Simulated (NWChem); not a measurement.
Total energies of dimethyl selenide (C₂H₆Se)

```
Se
C 1 1.9408
H 2 1.0986 1 107.07
H 2 1.0991 3 108.92 1 119.97
H 2 1.0991 3 108.92 4 120.06
C 1 1.9408 2 97.25 3 180.00
H 6 1.0986 1 107.07 2 180.00
H 6 1.0991 7 108.92 1 -119.97
H 6 1.0991 7 108.92 8 -120.06
```
Charge 0, spin multiplicity 1.

All runs are NWChem calculations. Structure: optimised with PBE0/def2-SVP, a minimum by its harmonic frequencies.

Basis set: def2-TZVP (146 functions).

```json
[
 {"method": "RHF", "total energy (Ha)": "-2479.09540", "relative cost": "1"},
 {"method": "MP2", "total energy (Ha)": "-2479.71624", "relative cost": "3"},
 {"method": "B2PLYP", "total energy (Ha)": "-2480.93738", "relative cost": "6"},
 {"method": "PBE", "total energy (Ha)": "-2480.92319", "relative cost": "under 3"},
 {"method": "B3LYP", "total energy (Ha)": "-2481.44500", "relative cost": "under 3"},
 {"method": "M06-2X", "total energy (Ha)": "-2481.37898", "relative cost": "under 3"}
]
```

Total energies of different functionals aren't comparable as a measure of quality: only differences taken within one method are. Relative cost: rough, from shared machines, SCF included, RHF = 1.

The Hamiltonian is non-relativistic. The correlated methods keep 11 core orbitals frozen. B3LYP has NWChem's definition, with VWN1-RPA local correlation.
